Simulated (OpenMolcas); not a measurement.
## Levels of neutral nitrogen by method

```yaml
Program: OpenMolcas
Basis: ANO-RCC-VTZP [4s3p2d1f]
Scalar_Hamiltonian: DKH2, point nucleus
Active_space: 5 electrons in 4 orbitals (2s 2p)
State_averaging: 2S+1 = 4 odd, 1 root; 2S+1 = 2 odd, 8 roots; 2S+1 = 4 even, 3 roots
Spin-orbit_coupling: RASSI with atomic mean-field integrals over the reference wave functions, term energies averaged over their components
```

Methods on the same reference wave functions:
A. CASSCF
B. SS-CASPT2, IPEA 0.25 Eh, imaginary shift 0.1 Eh (closed shells correlated: 1s)
C. XMS-CASPT2, IPEA 0.25 Eh, imaginary shift 0.1 Eh (closed shells correlated: 1s)

Energies in cm-1 above 2s2 2p3 4S* 3/2, the measured ground level; measured values from NIST Handbook of Basic Atomic Spectroscopic Data.

```tsv
Level	A	B	C	Measured
2s2 2p3 4S* 3/2	0.0	0.0	0.0	0.0
2s2 2p3 2D* 3/2	23007	19720	19700	19233
2s2 2p3 2D* 5/2	23008	19720	19700	19224
2s2 2p3 2P* 3/2	30328	29190	29100	28839
2s2 2p3 2P* 1/2	30330	29190	29100	28839
2s 2p4 4P 5/2	90754	88490	86310	88107
2s 2p4 4P 3/2	90815	88560	86380	88151
2s 2p4 4P 1/2	90852	88590	86410	88171
```

Deviations, from unrounded energies. A percentage is the sum of absolute deviations over the sum of measured energies, with the sign that they share, or ± where signs differ.

| Against measurement | Levels | A | B | C |
| --- | --- | --- | --- | --- |
| mean absolute deviation (cm-1) | 7 | 2600 | 410 | 970 |
| other terms of the ground configuration (%) | 4 | +11.0 | +1.7 | +1.5 |
| other configurations (%) | 3 | +3.0 | +0.5 | -2.0 |

B lies closest to measurement on these levels and A furthest from it. The largest miss of B in the table is 2s2 2p3 2D* 5/2, by +490 cm-1. The ranking rests on the paired levels alone, and a cruder setting can come out closer through cancelling errors.

Between B and C the level of the table that moves most is 2s 2p4 4P 5/2, by 2200 cm-1 (lowest in C, highest in B). Moves below CASPT2's spread within the term are not significant.

From A to B the spin-free energies of the other terms of 2s2 2p3 shown, above 4S*, scale by factors of 0.86 to 0.96.

The lowest spin-free term lies below A's lowest term by 0.112 hartree in B, 0.112 hartree in C.

CASPT2 does not keep the components of a term degenerate, so their means are used; among the terms shown or strongly mixed into the levels shown the widest spread is 540 cm-1 (2s2 2p3 2D*, C). Without dynamic correlation excited terms often stand tens of per cent too high (terms of higher spin than the ground term too low), and those without a measured partner can miss by more than the paired ones (holds for A). Measured partners are found by configuration, term and J. A level has none where our copy of the source lacks it or the pairing is in doubt (some pairs that miss far off the trend of their configuration count as doubtful), and it then counts in no deviation. Levels of configurations outside the active space are missing.

* marks odd parity.
